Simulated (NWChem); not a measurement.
## Ionisation of O2Si (-1)

```xyz
3

O     -1.4773     0.0000     0.2769
Si     0.0000     0.0000    -0.3164
O      1.4773     0.0000     0.2769
```
Charge -1, spin multiplicity 2.

Everything below was run with NWChem. All single points use one geometry, from UPBE/def2-SVP, a minimum by its harmonic frequencies.

Basis set: def2-TZVPD. The species with one electron less has spin multiplicity 1 and keeps the geometry of the parent. Δ marks differences of total energies (open shells unrestricted). −ε marks an orbital energy of the parent. That orbital need not have the symmetry of the hole or added electron in the Δ rows. That singlet is a closed-shell solution.

The correlated methods keep 7 core orbitals frozen. This spin state was chosen for the runs; another may lie lower. The structure started from a generated list of species. The unpaired electrons of the parent sit in orbitals of symmetry a1 (C2v labels of the run); other states weren't searched. The anion's geometry comes from a basis without diffuse functions. The stability of the SCF solutions was not checked.

Q: Order these methods by the first vertical ionisation energy they give, lowest first: −ε(alpha HOMO) of BHandHLYP, −ε(alpha HOMO) of r2SCAN, Δr2SCAN, ΔB2PLYP.

A: −ε(alpha HOMO) of r2SCAN (-0.02 eV), −ε(alpha HOMO) of BHandHLYP (1.97 eV), ΔB2PLYP (2.86 eV), Δr2SCAN (3.05 eV)
